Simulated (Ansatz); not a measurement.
Reaction (cleavage of the Si–Ge bond): `[NH2][GeH]([F])[SiH3]` + `O[SiH2][SiH2]O` → `O[SiH2][SiH2]O[SiH3]` + `[NH2][GeH2][F]`

Program: Ansatz. Geometries: PBE0-D4/def2-TZVP. ΔE: electronic, gas phase. CCSD(T)/CBS is the MP2 limit (def2-TZVPP, def2-QZVPP) plus CCSD(T) − MP2 in def2-TZVPP, frozen cores. Functionals use def2-TZVPP. B3LYP here is the variant with VWN-RPA as its local correlation; programs differ in this. For Ge outer-core shells are correlated without core-valence functions, which leaves a few kJ/mol of doubt a bond. Scalar relativity is left out up to krypton. Each species was taken in one conformer, which may not be the lowest.

`[NH2][GeH]([F])[SiH3]`:

```xyz
10

N    -1.536   -0.024   -1.062
Ge    0.185   -0.470   -0.683
F     0.310   -2.179   -0.274
Si    0.932    0.704    1.251
H    -1.928   -0.430   -1.899
H    -2.196   -0.108   -0.303
H     0.993   -0.330   -1.984
H    -0.096    0.572    2.316
H     1.119    2.140    0.920
H     2.217    0.127    1.719
```

`O[SiH2][SiH2]O`:

Cartesian coordinates in Å:
```
O 1.201 1.255 -0.112
Si 0.892 -0.296 -0.637
Si -1.184 -0.637 0.420
O -1.532 0.817 1.123
H 2.006 1.688 -0.401
H 1.974 -1.229 -0.208
H 0.847 -0.349 -2.127
H -1.116 -1.713 1.446
H -2.258 -1.006 -0.541
H -0.830 1.469 1.038
```

`O[SiH2][SiH2]O[SiH3]`:

Z-matrix (Å, degrees):
```
Si
Si 1 2.355
O 1 1.655 2 111.1
H 1 1.493 2 109.4 3 123.0
H 1 1.485 2 110.7 3 -117.5
O 2 1.650 1 109.6 3 -52.5
H 2 1.488 1 111.5 3 -171.6
H 2 1.490 1 111.0 3 67.8
H 3 0.959 1 116.9 2 63.1
Si 6 1.630 2 143.9 1 41.1
H 10 1.485 6 110.9 2 76.8
H 10 1.494 6 109.8 2 -42.8
H 10 1.481 6 109.0 2 -161.8
```

`[NH2][GeH2][F]`:

Cartesian coordinates in Å:
```
N 0.309 0.862 0.704
Ge -0.240 -0.311 -0.563
F -0.048 -1.968 -0.031
H -0.230 0.880 1.558
H 1.294 0.853 0.922
H 0.657 -0.180 -1.796
H -1.743 -0.137 -0.795
```

(1) Is it downhill or uphill in electronic energy at CCSD(T)/CBS, and by how much? (Best estimate.)

(2) What do these levels give: B3LYP-D4, MP2/def2-TZVPP, MP2/def2-QZVPP, SCS-MP2/def2-QZVPP, HF/CBS(def2), MP2/CBS(def2)? (An estimate is asked.)

Largest T1 diagnostic among the species: 0.012.

## Answers

(1) The calculation gave: Downhill: ΔE = -89.7 kJ/mol.

(2) Ansatz gave: B3LYP-D4 -90.2, MP2/def2-TZVPP -96.0, MP2/def2-QZVPP -96.5, SCS-MP2/def2-QZVPP -101.6, HF/CBS(def2) -119.5, MP2/CBS(def2) -94.8 kJ/mol.

In def2-TZVPP, CCSD(T) changes the Hartree–Fock value by +24.6 kJ/mol (the triples alone add +3.1 kJ/mol) and MP2 by +19.5 kJ/mol. From PBE to PBE0 (25 % exact exchange), in def2-TZVPP and without D4, ΔE moves by −8.8 kJ/mol.
